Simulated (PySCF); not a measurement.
**Adding and removing an electron: InGa**

UHF; In cc-pVDZ-PP with ECP28, Ga cc-pVDZ-PP with ECP10; scalar-relativistic core potentials (PySCF 2.14). Neutral (UHF): triplet (σ ↑, π ↑), Re = 2.932 Å, ωe = 140 cm⁻¹, De = 0.63 eV, HOMO -5.50 eV, LUMO -0.17 eV.

InGa⁺ (UHF): doublet (σ ↑), Re = 3.500 Å, ωe = 80.2 cm⁻¹, De = 0.94 eV to In⁺ + Ga. The energies at the minima are -447.51879 hartree for InGa and -447.33929 for InGa⁺.

(1) Work out the adiabatic ionisation energy, without and with harmonic zero-point energies (1 hartree = 27.2114 eV, 1 eV = 8065.5 cm⁻¹), and the change of the bond length.

These are scalar-relativistic numbers at best; spin–orbit coupling would shift them, the dissociation energy most. For an ion De counts to the pair picked by the measured ionisation energies or electron affinities, which need not be the lowest pair at this level. Hartree–Fock leaves out correlation, which carries a large part of most bond energies and some tenths to 1 eV of ionisation energies. States were picked by a PBE0 search and need not be the measured ground states.

Results:

(1) At UHF: 0.17950 hartree = 4.884 eV between the minima; the zero-point term (80.2 − 140.0)/2 cm⁻¹ = -0.004 eV makes it 4.881 eV. Re changes by +56.8 pm against the neutral. The electron leaves a π orbital, and the ion is left as a loose complex of an ion and an atom.
